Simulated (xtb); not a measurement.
BeO (SMILES [Be]=[O]), singlet, from a rough starting geometry (GFN-xTB shapes and energies of metal compounds can be far from the true ones); xtb with GFN2-xTB.

Here is a job for xtb.
```
$ xtb mol.xyz --gfn 2 --opt vtight --json

# file mol.xyz
2

Be     0.02587184    -0.09671915    -0.62435932
O     -0.05611513     0.05985570     0.62480959
```

It wrote (shortened):

```
   ID    Z sym.   atoms
    1    4 Be     1
    2    8 O      2

           -------------------------------------------------
          |                Calculation Setup                |
           -------------------------------------------------

           -------------------------------------------------
          |                 G F N 2 - x T B                 |
           -------------------------------------------------

          ...................................................
          :                      SETUP                      :
          :.................................................:
          :  # basis functions                   8          :
          :  # atomic orbitals                   8          :
          :  # shells                            4          :
          :  # electrons                         8          :
          :  max. iterations                   250          :
          :  Hamiltonian                  GFN2-xTB          :
          :  restarted?                      false          :
          :  GBSA solvation                  false          :
          :  PC potential                    false          :
          :  electronic temp.          300.0000000     K    :
          :  accuracy                    1.0000000          :
          :  -> integral cutoff          0.2500000E+02      :
          :  -> integral neglect         0.1000000E-07      :
          :  -> SCF convergence          0.1000000E-05 Eh   :
          :  -> wf. convergence          0.1000000E-03 e    :
          :  Broyden damping             0.4000000          :
          :  net charge                          0          :
          :  unpaired electrons                  0          :
          ...................................................

 iter      E             dE          RMSdq      gap      omega  full diag
   1      6.3416341  0.634163E+01  0.437E+01    4.66       0.0  T
   2     -2.8992307 -0.924086E+01  0.318E+01   41.27       1.0  T
   3     -3.2220960 -0.322865E+00  0.221E+01   24.38       1.0  T
   4     -4.7602337 -0.153814E+01  0.118E+01    4.23       1.0  T
   5     -3.8660736  0.894160E+00  0.164E+01    2.37       1.0  T
   6     -4.7183719 -0.852298E+00  0.149E+01    4.51       1.0  T
   7     -3.2036158  0.151476E+01  0.226E+01   23.79       1.0  T
   8     -3.2971020 -0.934863E-01  0.247E+01   20.32       1.0  T
   9     -3.6980738 -0.400972E+00  0.190E+01   13.20       1.0  T
  10     -4.0147517 -0.316678E+00  0.129E+01   10.21       1.0  T
  11     -4.7613089 -0.746557E+00  0.458E+00    4.47       1.0  T
  12      3.6676023  0.842891E+01  0.387E+01    4.09       1.0  T
  13     -4.7659720 -0.843357E+01  0.667E+00    3.73       1.0  T
  14     -3.9832162  0.782756E+00  0.115E+01    2.65       1.0  T
  15     -4.2216840 -0.238468E+00  0.101E+01    2.75       1.0  T
  16     -4.4316187 -0.209935E+00  0.811E+00    2.95       1.0  T
  17     -4.1999585  0.231660E+00  0.975E+00    2.80       1.0  T
  18     -4.3375141 -0.137556E+00  0.852E+00    2.93       1.0  T
  19     -4.6197642 -0.282250E+00  0.500E+00    3.47       1.0  T
  20     -4.7751429 -0.155379E+00  0.206E+00    4.55       1.0  T
  21     -4.6878955  0.872475E-01  0.439E+00    5.61       1.0  T
  22     -4.6702423  0.176531E-01  0.433E+00    5.66       1.0  T
  23     -4.7328973 -0.626550E-01  0.306E+00    3.73       1.0  T
  24     -4.7493125 -0.164152E-01  0.210E+00    3.94       1.0  T
  25     -4.7577451 -0.843260E-02  0.174E+00    4.03       1.0  T
  26     -4.7671373 -0.939218E-02  0.118E+00    4.13       1.0  T
  27     -4.7715903 -0.445308E-02  0.797E-01    4.20       1.0  T
  28     -4.7735942 -0.200386E-02  0.541E-01    4.25       1.0  T
  29     -4.7746711 -0.107686E-02  0.332E-01    4.30       1.0  T
  30     -4.7751429 -0.471842E-03  0.172E-01    4.33       1.0  T
  31     -4.7752822 -0.139253E-03  0.756E-02    4.35       1.0  T
  32     -4.7753108 -0.286364E-04  0.258E-02    4.36       2.7  T
  33     -4.7753139 -0.306387E-05  0.799E-03    4.37       8.8  T
  34     -4.7753138  0.658486E-07  0.829E-03    4.37       8.5  T
  35     -4.7753142 -0.406189E-06  0.829E-05    4.37     852.9  T
  36     -4.7753142  0.216967E-09  0.196E-04    4.37     361.2  T

   *** convergence criteria satisfied after 36 iterations ***

         :::::::::::::::::::::::::::::::::::::::::::::::::::::
         ::                     SUMMARY                     ::
         :::::::::::::::::::::::::::::::::::::::::::::::::::::
         :: total energy              -4.721649064832 Eh    ::
         :: gradient norm              0.055066132365 Eh/a0 ::
         :: HOMO-LUMO gap              4.368484778690 eV    ::
         ::.................................................::
         :: SCC energy                -4.775314202698 Eh    ::
         :: -> isotropic ES           -0.000977583633 Eh    ::
         :: -> anisotropic ES          0.006444683806 Eh    ::
         :: -> anisotropic XC         -0.007372411828 Eh    ::
         :: -> dispersion             -0.000285669807 Eh    ::
         :: repulsion energy           0.053665137867 Eh    ::
         :: add. restraining           0.000000000000 Eh    ::
         :: total charge               0.000000000000 e     ::
         :::::::::::::::::::::::::::::::::::::::::::::::::::::

      -----------------------------------------------------------
     |                   =====================                   |
     |                        A N C O P T                        |
     |                   =====================                   |
     |               Approximate Normal Coordinate               |
     |                Rational Function Optimizer                |
      -----------------------------------------------------------
      -----------------------------------------------------------
     |                   =====================                   |
     |                        A N C O P T                        |
[...]
 * total energy  :    -4.7216491 Eh     change       -0.2179545E-09 Eh
 * total energy  :    -4.7227555 Eh     change       -0.1106461E-02 Eh
 * total energy  :    -4.7228164 Eh     change       -0.6086477E-04 Eh
 * total energy  :    -4.7228169 Eh     change       -0.5382343E-06 Eh
 * total energy  :    -4.7228171 Eh     change       -0.1481257E-06 Eh
 * total energy  :    -4.7228171 Eh     change       -0.9244161E-11 Eh
   *** GEOMETRY OPTIMIZATION CONVERGED AFTER 6 ITERATIONS ***
[...]
 O  Be Rav=1.2946 sigma=0.0000  Rmin=1.2946  Rmax=1.2946     1

 selected bond angles (degree)
 --------------------

 selected dihedral angles (degree)
 ---------------------------------

           -------------------------------------------------
          |                Final Singlepoint                |
           -------------------------------------------------

          ...................................................
          :                      SETUP                      :
          :.................................................:
          :  # basis functions                   8          :
          :  # atomic orbitals                   8          :
          :  # shells                            4          :
          :  # electrons                         8          :
          :  max. iterations                   250          :
          :  Hamiltonian                  GFN2-xTB          :
          :  restarted?                      false          :
          :  GBSA solvation                  false          :
          :  PC potential                    false          :
          :  electronic temp.          300.0000000     K    :
          :  accuracy                    1.0000000          :
          :  -> integral cutoff          0.2500000E+02      :
          :  -> integral neglect         0.1000000E-07      :
          :  -> SCF convergence          0.1000000E-05 Eh   :
          :  -> wf. convergence          0.1000000E-03 e    :
          :  Broyden damping             0.4000000          :
          :  net charge                          0          :
          :  unpaired electrons                  0          :
          ...................................................

 iter      E             dE          RMSdq      gap      omega  full diag
   1     -4.7653296 -0.476533E+01  0.177E-06    4.23       0.0  T
   2     -4.7653296  0.222045E-13  0.212E-06    4.23   33377.0  T
   3     -4.7653296 -0.186517E-13  0.141E-06    4.23   50152.8  T

   *** convergence criteria satisfied after 3 iterations ***

         :::::::::::::::::::::::::::::::::::::::::::::::::::::
         ::                     SUMMARY                     ::
         :::::::::::::::::::::::::::::::::::::::::::::::::::::
         :: total energy              -4.722817077001 Eh    ::
         :: gradient norm              0.000000352484 Eh/a0 ::
         :: HOMO-LUMO gap              4.225787007409 eV    ::
         ::.................................................::
         :: SCC energy                -4.765329649906 Eh    ::
         :: -> isotropic ES           -0.000301698119 Eh    ::
         :: -> anisotropic ES          0.006756527464 Eh    ::
         :: -> anisotropic XC         -0.007628028320 Eh    ::
         :: -> dispersion             -0.000285566335 Eh    ::
         :: repulsion energy           0.042512572905 Eh    ::
         :: add. restraining           0.000000000000 Eh    ::
         :: total charge               0.000000000000 e     ::
         :::::::::::::::::::::::::::::::::::::::::::::::::::::

           -------------------------------------------------
          |                Property Printout                |
           -------------------------------------------------

    * Orbital Energies and Occupations

         #    Occupation            Energy/Eh            Energy/eV
      -------------------------------------------------------------
         1        2.0000           -0.6086618             -16.5625
         2        2.0000           -0.4151633             -11.2972
         3        2.0000           -0.4151633             -11.2972
         4        2.0000           -0.4145549             -11.2806 (HOMO)
         5                         -0.2592601              -7.0548 (LUMO)
         6                         -0.1220818              -3.3220
         7                         -0.1220818              -3.3220
         8                          0.3444131               9.3720
      -------------------------------------------------------------
                  HL-Gap            0.1552948 Eh            4.2258 eV
             Fermi-level           -0.3369075 Eh           -9.1677 eV

     #   Z          covCN         q      C6AA      α(0)
     1   4 Be       0.731     0.607    60.959    23.271
     2   8 O        0.731    -0.607    26.363     6.881

 Mol. C6AA /au·bohr⁶  :        144.974977
 Mol. C8AA /au·bohr⁸  :       4976.813355
 Mol. α(0) /au        :         30.151623

Wiberg/Mayer (AO) data.
largest (>0.10) Wiberg bond orders for each atom

 ---------------------------------------------------------------------------
     #   Z sym  total        # sym  WBO       # sym  WBO       # sym  WBO
 ---------------------------------------------------------------------------
     1   4 Be   2.212 --     2 O    2.212
     2   8 O    2.212 --     1 Be   2.212
 ---------------------------------------------------------------------------

Topologies differ in total number of bonds
Writing topology from bond orders to xtbtopo.mol

molecular dipole:
                 x           y           z       tot (Debye)
 q only:        0.097      -0.184      -1.470
   full:        0.159      -0.304      -2.429       6.236
molecular quadrupole (traceless):
                xx          xy          yy          xz          yz          zz
 q only:       -0.011       0.003       0.016       0.063       0.077      -0.005
  q+dip:       -1.397      -0.029      -1.305      -0.165       0.641       2.701
   full:       -1.046      -0.020      -0.966      -0.097       0.510       2.012

optimized geometry written to: xtbopt.xyz

           -------------------------------------------------
          | TOTAL ENERGY               -4.722817077001 Eh   |
          | GRADIENT NORM               0.000000352484 Eh/α |
          | HOMO-LUMO GAP               4.225787007409 eV   |
           -------------------------------------------------

normal termination of xtb
```
